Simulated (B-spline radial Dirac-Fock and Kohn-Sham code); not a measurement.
# The Nb-like isoelectronic sequence (41 electrons), Z = 65 to 73

These are calculated numbers from a radial B-spline solver; the model is ΔSCF Dirac-Fock with Breit, self-energy and vacuum polarisation, finite nucleus, configuration average. Binding energies in eV, tabulated ground configurations ([Kr] 4d5 throughout). Electron correlation is not included.

| ion | 2s | 2p1/2 | 2p3/2 | 3d3/2 | outermost level | NIST ionisation energy |
| --- | --- | --- | --- | --- | --- | --- |
| Tb²⁴⁺ | 9488.8 | 9027.7 | 8289.8 | 2034.9 | 818.2 (4d) | 816 ± 4 |
| Dy²⁵⁺ | 9887.0 | 9415.1 | 8624.2 | 2151.1 | 874.8 (4d) | 872 ± 4 |
| Ho²⁶⁺ | ? | ? | ? | ? | ? | ? |
| Er²⁷⁺ | 10714.3 | 10220.3 | 9314.2 | 2392.8 | 993.2 (4d) | 989 ± 4 |
| Tm²⁸⁺ | 11143.7 | 10638.4 | 9669.7 | 2518.5 | 1055.0 (4d) | 1050 ± 4 |
| Yb²⁹⁺ | 11583.8 | 11067.0 | 10032.3 | 2647.3 | 1118.6 (4d) | 1114 ± 4 |
| Lu³⁰⁺ | 12034.7 | 11506.4 | 10402.0 | 2779.4 | 1183.9 (4d) | 1178 ± 4 |
| Hf³¹⁺ | 12496.7 | 11956.6 | 10778.7 | 2914.6 | 1251.0 (4d) | 1245 ± 4 |
| Ta³²⁺ | 12970.0 | 12417.9 | 11162.5 | 3053.1 | 1319.8 (4d) | 1313 ± 4 |

Q: Fill in the row of Ho²⁶⁺.

A: 2s 10295.5, 2p1/2 9812.6, 2p3/2 8965.7, 3d3/2 2270.4, outermost 933.1 (4d), NIST 929 ± 4 eV.

NIST's values are for the lowest levels; a dash marks a value that is missing or belongs to another shell. Their kind here: theoretical. Where a p, d or f shell is open in either ion the computed value averages over both j values and all terms, while the table refers to the lowest levels; that difference holds spin-orbit splitting (largest in heavy or highly charged ions), term energies where several electrons share open shells, and correlation, and it can reach 10 % or more.
